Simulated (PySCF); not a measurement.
Trend along the chalcogens: MGe cations

CCSD(T) with double-zeta basis sets in PySCF, for the lowest determinant that a PBE0 search found; no spin–orbit coupling. De refers to high-spin ground-configuration atoms (the charge goes to the atom of lower measured ionisation energy or higher electron affinity, which is not always the lowest computed limit).

```json
{"M": "O", "basis": "def2-SVP", "reference, frozen orbitals": "UHF, 10", "charged atom": "Ge+", "state (unpaired electrons)": "doublet (π ↑)", "Re (Å)": "1.788", "ωe (cm⁻¹)": "728", "De (eV)": "3.30"}
{"M": "Se", "basis": "cc-pVDZ-PP", "reference, frozen orbitals": "UHF, 8", "charged atom": "Ge+", "state (unpaired electrons)": "doublet (π ↑)", "Re (Å)": "2.320", "ωe (cm⁻¹)": "315", "De (eV)": "3.05"}
{"M": "Te", "basis": "def2-SVP", "reference, frozen orbitals": "ROHF, 13", "charged atom": "Ge+", "state (unpaired electrons)": "doublet (π ↑)", "Re (Å)": "2.530", "ωe (cm⁻¹)": "255", "De (eV)": "2.95"}
```

The shortest bond is that of GeO⁺ (1.788 Å), the longest that of GeTe⁺ (2.530 Å).

The rows differ in basis set, which adds steps of its own.

Down a group the atoms grow and get heavier, so bonds lengthen and wavenumbers fall; this series shows no clear exception.

Correlated steps freeze the inner cores (8 to 13 orbitals); shallow outer-core shells are correlated. UHF and ROHF references stand side by side, which adds small steps between rows. Correlated levels converge slowly with the basis: in double zeta they bind strong bonds too weakly, by up to about 1 eV, and carry superposition errors of some tenths. These are scalar-relativistic numbers at best; spin–orbit coupling would shift them, the dissociation energy most. For an ion De counts to the pair picked by the measured ionisation energies or electron affinities, which need not be the lowest pair at this level. States were picked by a PBE0 search and need not be the measured ground states.
